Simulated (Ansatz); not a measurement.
Stepwise reaction of `O[Si@H](F)[Si@H](O)F` with hydrogen chloride, as a gas-phase model of exchange steps in deposition or etching. ΔE in kJ/mol.

Computed with Ansatz on PBE0-D4/def2-TZVP structures; ΔE is electronic, products minus reactants. CBS: MP2 limit from def2 TZ/QZ plus the TZ coupled-cluster correction, frozen cores. This one scheme is used for every species. DFT in def2-TZVPP. B3LYP here is the variant with VWN-RPA as its local correlation; programs differ in this. One conformer a species, not always the lowest.

| step | reaction | PBE-D4 | B3LYP-D4 | ωB97M-V | CCSD(T)/CBS |
| --- | --- | --- | --- | --- | --- |
| 2 | `O[Si@H](Cl)[Si@@H](O)F` + HCl → `O[Si@@H](Cl)[Si@@H](O)Cl` + H–F | 33.1 | 41.1 | 40.0 | 37.0 |

(1) Give the row of step 1, `O[Si@H](F)[Si@H](O)F` + HCl → `O[Si@H](Cl)[Si@@H](O)F` + H–F. (Estimate.)

(2) By hand: ΔE of the 2 steps together at CCSD(T)/CBS.

Answers

(1) Computed: 
```csv
step,reaction,PBE-D4,B3LYP-D4,ωB97M-V,CCSD(T)/CBS
1,`O[Si@H](F)[Si@H](O)F` + HCl → `O[Si@H](Cl)[Si@@H](O)F` + H–F,25.8,35.8,34.4,31.8
```

(2) (31.8) + (37.0) = 68.8 kJ/mol, or 34.4 kJ/mol a step.

In ΔE each step is higher than the one before. All are uphill at CCSD(T)/CBS. PBE-D4 differs from CCSD(T)/CBS by -6.0 to -3.9 kJ/mol a step. Isolated molecules leave out the surface, adducts and barriers. Largest T1 diagnostic: 0.013.
